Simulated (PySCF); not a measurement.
Mg: excitation energy

Mg [Ne] 3s2 (1S) → Mg [Ne] 3s1 3p1, s spin flipped, as a difference of total energies. Computed with PySCF 2.14 in aug-cc-pCVDZ (6s5p3d, 36 functions), with the non-relativistic Hamiltonian (point nucleus). Correlated levels: valence and next inner shell: 1s2 frozen. The calculations carry no spin-orbit coupling.

```csv
method,excitation energy (cm⁻¹)
UHF,25107
MP2 (valence and next inner shell),26997
SCS-MP2 (valence and next inner shell),27221
```

The upper determinant mixes two multiplicities, so it lies between the two terms.

The coupled-cluster amplitudes are large for the upper state (T1 above 0.03 or a double amplitude above 0.15), so a single reference is strained.
